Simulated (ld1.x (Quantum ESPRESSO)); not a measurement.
# u(r) = r·R(r): atom against pseudo-atom (Ca (Z = 20))

Columns: radius, all-electron u(r) and pseudo u(r) of the 3d shell (level -1.96 eV) of calcium in the configuration [Ne] 3s2 3p6 3d0 4s2 4p0; PBEsol, scalar-relativistic, ultrasoft scheme, ld1.x (Quantum ESPRESSO) 7.5.

```csv
r (bohr),all-electron,pseudo
0.163,0.0508,0.0007
0.325,0.1902,0.0056
0.488,0.3394,0.0184
0.650,0.4593,0.0412
0.813,0.5443,0.0754
0.975,0.5953,0.1199
1.138,0.6201,0.1729
1.300,0.6257,0.2304
1.463,0.6184,0.2889
1.625,0.6028,0.3433
1.788,0.5820,0.3904
1.950,0.5587,0.4267
2.113,0.5341,0.4508
2.275,0.5096,0.4624
2.438,0.4857,0.4628
2.600,0.4630,0.4541
2.763,0.4415,0.4391
2.925,0.4211,0.4209
3.088,0.4016,0.4016
3.250,0.3830,0.3830
3.413,0.3649,0.3649
3.575,0.3477,0.3477
3.738,0.3309,0.3309
3.900,0.3148,0.3148
4.063,0.2991,0.2991
4.225,0.2840,0.2840
```

(1) How many radial nodes do the two functions have?

(2) At about which radius was the pseudo-wave matched?

(3) Where does each function peak?

(4) Is the pseudo-wave norm-conserving?

Answers

(1) The all-electron 3d function has n − l − 1 = 0; the pseudo-wave has 0.

(2) 3.25 bohr. The columns agree to 0.0005 from 2.92 bohr on; several derivatives are matched, so the curves merge somewhat inside the radius.

(3) Outermost all-electron maximum near 1.30 bohr, pseudo maximum near 2.44 bohr (to the table’s step).

(4) No, it belongs to an ultrasoft set: the norm inside the radius is not constrained, and the difference is carried by the augmentation charge.
